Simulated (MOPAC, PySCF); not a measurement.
[Sc(Br)2(H)], neutral singlet in the gas phase. 

Z-matrix (Å, degrees):
```
Sc
H 1 1.7972
Br 1 2.4320 2 116.48
Br 1 2.4320 2 116.52 3 -179.98
```
Charge 0, spin multiplicity 1.

All levels are single points at this geometry (BP86-D3(BJ)/def2-SVP); Pople sets use spherical d functions. Orbital energies aren't observables, and empty levels follow the basis.

HF/3-21G in PySCF gives HOMO (eV) = -11.36.

Q: Estimate the HOMO (eV) from each of these levels: TPSSh-D3(BJ)/def2-TZVP in PySCF; B3LYP/6-31G* (LANL2DZ on Sc) in PySCF; B3LYP/LANL2DZ in PySCF; M06-2X/6-31G* (LANL2DZ on Sc) in PySCF; PBE/6-31G* (LANL2DZ on Sc) in PySCF; SVWN5/6-31G* (LANL2DZ on Sc) in PySCF; HF/6-31G* (LANL2DZ on Sc) in PySCF; PM6 in MOPAC.

A: 
```csv
level,HOMO (eV)
TPSSh-D3(BJ)/def2-TZVP in PySCF,-7.66
B3LYP/6-31G* (LANL2DZ on Sc) in PySCF,-8.26
B3LYP/LANL2DZ in PySCF,-8.41
M06-2X/6-31G* (LANL2DZ on Sc) in PySCF,-9.78
PBE/6-31G* (LANL2DZ on Sc) in PySCF,-7.11
SVWN5/6-31G* (LANL2DZ on Sc) in PySCF,-7.17
HF/6-31G* (LANL2DZ on Sc) in PySCF,-11.67
PM6 in MOPAC,-9.71
```
